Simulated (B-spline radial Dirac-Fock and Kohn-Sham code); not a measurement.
# K emission of Re⁷⁺

System: Re⁷⁺, [Xe] 4f14, inside a Watson sphere of charge -7 and radius 2.2 Å (a model of the Madelung potential; inside it an electron's potential energy is raised by 45.8 eV).

Input file task.json (cfg lists n, l and occupation; rrms is the nuclear radius in fm):

```json
{"items": [{
  "Z": 75,
  "q": 7,
  "cfg": [[1, 0, 2], [2, 0, 2], [2, 1, 6], [3, 0, 2], [3, 1, 6], [3, 2, 10], [4, 0, 2], [4, 1, 6], [4, 2, 10], [4, 3, 14], [5, 0, 2], [5, 1, 6]],
  "A": 187,
  "rrms": 5.3698,
  "watson": [-7, 2.2],
  "do": ["binding", "quiet", "decay"],
  "holes": ["K", "L1", "L2", "L3", "M1", "M2", "M3", "M4", "M5", "N1", "N2", "N3", "N4", "N5", "N6", "N7"]
}]}
```

Launch: `python xray_run.py task.json out`

Method: independent-particle radiative and Coulomb Auger rates from relativistic LDA hole-state orbitals, with Dirac-Fock energies. Computed with a radial atomic solver.

```
line  multipole  energy (eV)  width (meV)  share (%)
K-L1         M1      59137.1         10.5     0.0266
K-L2         E1      59713.0        11500       29.1
K-L3         E1      61136.4        19900       50.4
K-M2         E1      68988.0         2120       5.38
K-M3         E1      69301.0         4120       10.5
K-M4         E2      69722.9         48.1      0.122
K-M5         E2      69789.5         60.4      0.153
K-N2         E1      71149.2          487       1.23
K-N3         E1      71222.3          950       2.41
K-N4         E2      71397.6         11.8     0.0299
K-N5         E2      71411.1         14.8     0.0374
K-O2         E1      71629.9         86.9      0.220
K-O3         E1      71642.3          171      0.433
```

The listed lines hold 100.0 % of the radiative rate. The radiative width is 39.4 eV in the length form and 40.3 eV in the velocity form; the two differ because the transition energies are not eigenvalue differences of the potential that gave the orbitals. Kα2/Kα1 is 0.578 and Kβ/Kα is 0.258.
